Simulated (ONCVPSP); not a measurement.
## Reading a pseudo-wave (Al)

Columns: radius, all-electron u(r) and pseudo u(r) of the 3s shell (level -14.81 eV) of aluminium in the configuration [Ne] 3s2; PBE, scalar-relativistic, ONCV scheme, ONCVPSP 4.0.1.

| r (bohr) | all-electron | pseudo |
| --- | --- | --- |
| 0.113 | 0.1052 | 0.0213 |
| 0.225 | -0.1377 | 0.0448 |
| 0.338 | -0.2903 | 0.0728 |
| 0.450 | -0.3150 | 0.1060 |
| 0.563 | -0.2516 | 0.1454 |
| 0.675 | -0.1414 | 0.1901 |
| 0.788 | -0.0108 | 0.2400 |
| 0.900 | 0.1203 | 0.2937 |
| 1.013 | 0.2441 | 0.3511 |
| 1.125 | 0.3532 | 0.4100 |
| 1.238 | 0.4473 | 0.4697 |
| 1.350 | 0.5242 | 0.5271 |
| 1.463 | 0.5863 | 0.5804 |
| 1.575 | 0.6336 | 0.6261 |
| 1.688 | 0.6684 | 0.6627 |
| 1.800 | 0.6914 | 0.6881 |
| 1.913 | 0.7040 | 0.7028 |
| 2.025 | 0.7075 | 0.7072 |
| 2.138 | 0.7030 | 0.7030 |
| 2.250 | 0.6920 | 0.6920 |
| 2.363 | 0.6754 | 0.6754 |
| 2.475 | 0.6547 | 0.6547 |
| 2.588 | 0.6304 | 0.6303 |
| 2.700 | 0.6038 | 0.6038 |
| 2.813 | 0.5753 | 0.5753 |
| 2.925 | 0.5460 | 0.5459 |

Q: How many radial nodes do the two functions have?

A: The all-electron 3s function has n − l − 1 = 2; the pseudo-wave has 0, since the states of the same l below it are removed with the core.

Q: At about which radius was the pseudo-wave matched?

A: 2.25 bohr. The columns agree to 0.0005 from 2.02 bohr on; several derivatives are matched, so the curves merge somewhat inside the radius.

Q: Is the pseudo-wave norm-conserving?

A: Yes: the ONCV scheme keeps the norm inside the radius equal to the all-electron one, which fixes the energy derivative of the logarithmic derivative at the level.
